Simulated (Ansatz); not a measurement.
`S[SiH](Cl)Cl` + `[OH]`• → `S[Si](Cl)Cl`• + H₂O  (hydrogen abstraction from the Si–H bond)

Calculated with Ansatz (gas phase, PBE0-D4/def2-TZVP geometries, no zero-point term in ΔE). CCSD(T)/CBS adds triple-zeta CCSD(T) − MP2 to the extrapolated MP2 energy (def2 sets, frozen cores). This one scheme is used for every species. DFT in def2-TZVPP. Open shells (•) are unrestricted, without spin–orbit coupling. Each species was taken in one conformer, which may not be the lowest.

`S[SiH](Cl)Cl`:

Cartesian coordinates in Å:
```
S -0.340 1.638 0.414
Si -0.141 -0.414 -0.047
Cl -1.992 -1.034 -0.627
Cl 1.204 -0.731 -1.550
H 0.966 1.769 0.712
H 0.303 -1.228 1.099
```

`[OH]`•:

Z-matrix (Å, degrees):
```
O
H 1 0.973
```

`S[Si](Cl)Cl`•:

```xyz
5

S     1.289    0.895    0.029
Si   -0.255   -0.499   -0.413
Cl   -1.397    0.390   -1.862
Cl   -1.421   -0.914    1.230
H     1.785    0.127    1.016
```

H₂O:

```xyz
3

O     0.287    0.139    0.223
H     0.008   -0.775    0.132
H    -0.295    0.636   -0.356
```

Question: Is it downhill or uphill in electronic energy at CCSD(T)/CBS, and by how much? (An estimate is asked.)

Answer: Computed: Downhill: ΔE = -128.4 kJ/mol.

Question: What do these levels give: revPBE-D4, PBE0-D4, B2PLYP, PBE, r2SCAN0, HF/def2-TZVPP? (An estimate is asked.)

Answer: Ansatz gave: revPBE-D4 -144.5, PBE0-D4 -132.5, B2PLYP -127.7, PBE -155.1, r2SCAN0 -120.1, HF/def2-TZVPP -46.7 kJ/mol.

Largest T1 diagnostic among the species: 0.013.

At CCSD(T), def2-SVP lies +25.3 kJ/mol from the extrapolated value and def2-TZVPP +8.7 kJ/mol. From r2SCAN to r2SCAN0 (25 % exact exchange), in def2-TZVPP and without D4, ΔE moves by +13.1 kJ/mol.
